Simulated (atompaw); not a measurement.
**antimony (Sb): one change to a PAW (atompaw) potential, before and after**

* Element: Sb (Z = 51)
* Generator: atompaw 4.2.0.5
* Type: PAW
* Functional: LDA (PW92)
* Relativity: scalar-relativistic
* Frozen core: [Kr] 4d10
* Valence charge: 5
* Reference configuration: 5s2 5p2.5 (charge +0.5)
* Partial waves: 5s (bound): rc 1.85 bohr; 5s channel at -0.4 Ry: rc 2.45 bohr; 5p (bound): rc 2.45 bohr; 5p channel at 0.35 Ry: rc 2.45 bohr; 5d channel at 0.15 Ry: rc 2.45 bohr; 5d channel at 1.25 Ry: rc 2.45 bohr
* Local potential: troulliermartins scheme with l = 3 at 0 Ry, radius 2.30 bohr
* Core correction: smooth core density matched at 2.20 bohr
* Augmentation charge: sinc compensation charge, radius 1.95 bohr; PAW radius 2.45 bohr; waves and projectors: custom rrkj vanderbiltortho

Change: all radii scaled by about 1.17 (s 2.16, p 2.86, d 2.86 bohr); local potential troulliermartins scheme with l = 3 at 0 Ry, radius 2.70 bohr; augmentation sinc compensation charge, radius 2.28 bohr; PAW radius 2.86 bohr; waves and projectors: custom rrkj vanderbiltortho; core correction smooth core density matched at 2.58 bohr.

Cutoffs: the cutoffs (Ry, on a coarse ladder) from which the occupation-weighted sum of valence levels, in a spherical-Bessel basis at the reference potential, stays within 10 and 1 mRy of its value at 400 Ry; they do not see the model core or the augmentation charge, which bear on the density cutoff.

Q: What does the change do?

A: The potential gets softer (10 Ry and 21 Ry → 6 Ry and 12 Ry); the bound ghosts move from d, s to s. A larger radius leaves more room for a smooth pseudo-wave, so fewer plane waves are needed.

```csv
quantity,base,changed
"cutoff, loose",10 Ry,6 Ry
"cutoff, tight",21 Ry,12 Ry
loose cutoff by channel (10 mRy a level),"s 10 Ry, p 6 Ry","s 6 Ry, p 6 Ry"
bound ghosts,"s, d",s
lowest overlap eigenvalue by channel,"s 0.01, p 0.47, d 0.80","s 0.11, p 0.47, d 0.80"
```

 A true bound ghost makes a file unfit for plane-wave use even where its test errors are small: the radial tests pick states by their node count and pass the ghost by. The cutoffs see the waves, projectors and local potential, not the compensation charge or the core.
